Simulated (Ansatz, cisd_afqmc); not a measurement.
System: Al, charge 0, doublet.

Total energies in def2-SVPD, 3 correlated electrons, 5 frozen orbitals. Radicals and triplets start from unrestricted determinants; spin-orbit coupling is neglected. Cores are frozen in correlated methods. No relativity. The Monte Carlo rows (phaseless AFQMC, CISD trial, step 0.005/hartree) carry one-sigma bars that omit the constraint's bias. Outlying blocks are dropped, and bars are widened where a walk drifts. Over all cases where full CI ran beside it in this data, AFQMC minus full CI had a median of +0.1 mEh and passed +0.4 mEh in a tenth of the cases. Full CI freezes restricted core orbitals and the other rows unrestricted ones, which leaves a small offset even where coupled cluster is exact.

| method | program | energy (Eh) | error against FCI (mEh) |
|---|---|---|---|
| HF | Ansatz | -241.79074 | 47.90 |
| MP2 | Ansatz | -241.82157 | 17.07 |
| CCSD | Ansatz | -241.83747 | 1.17 |
| CCSD(T) | Ansatz | -241.83826 | 0.38 |
| CCSDT | Ansatz | -241.83864 | 0.00 |
| AFQMC/CISD | cisd_afqmc | -241.8385 ± 0.0001 | 0.2 ± 0.1 |
| FCI | Ansatz | -241.83864 | 0.00 |

Ansatz is an electronic-structure program.
